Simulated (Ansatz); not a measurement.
`B[CH2][GeH2][SeH]` + CH₄ → `B[CH2][GeH2][CH3]` + H₂Se  (formal exchange of groups at a Ge–Se bond)

Isolated molecules relaxed with PBE0-D4/def2-TZVP in Ansatz; ΔE leaves out vibrations. CCSD(T)/CBS adds triple-zeta CCSD(T) − MP2 to the extrapolated MP2 energy (def2 sets, frozen cores). This one scheme is used for every species. DFT in def2-TZVPP. For Ge, Se outer-core shells are correlated without core-valence functions, which leaves a few kJ/mol of doubt a bond. Scalar relativity is left out up to krypton. Each species was taken in one conformer, which may not be the lowest.

| species | r2SCAN-D4 energy (Eh) |
| --- | --- |
| `B[CH2][GeH2][SeH]` | -4545.69121 |
| CH₄ | -40.50108 |
| `B[CH2][GeH2][CH3]` | -2183.42646 |
| H₂Se | -2402.73617 |

Task: Work out ΔE.

Result: ΔE = (-2183.42646) + (-2402.73617) − (-4545.69121) − (-40.50108) = 0.02966 Eh = +77.9 kJ/mol. CCSD(T)/CBS gives +75.8 kJ/mol.

Largest T1 diagnostic among the species: 0.011.

The D4 term adds +3.7 kJ/mol with B3LYP and +1.9 kJ/mol with PBE0; it sums over pairs of atoms, weighted by their polarisabilities, and B3LYP, whose exchange is more repulsive, gets the larger term. In def2-TZVPP, CCSD(T) changes the Hartree–Fock value by −13.3 kJ/mol (the triples alone add −0.5 kJ/mol) and MP2 by −9.0 kJ/mol.

B3LYP here is the variant with VWN-RPA as its local correlation; programs differ in this.
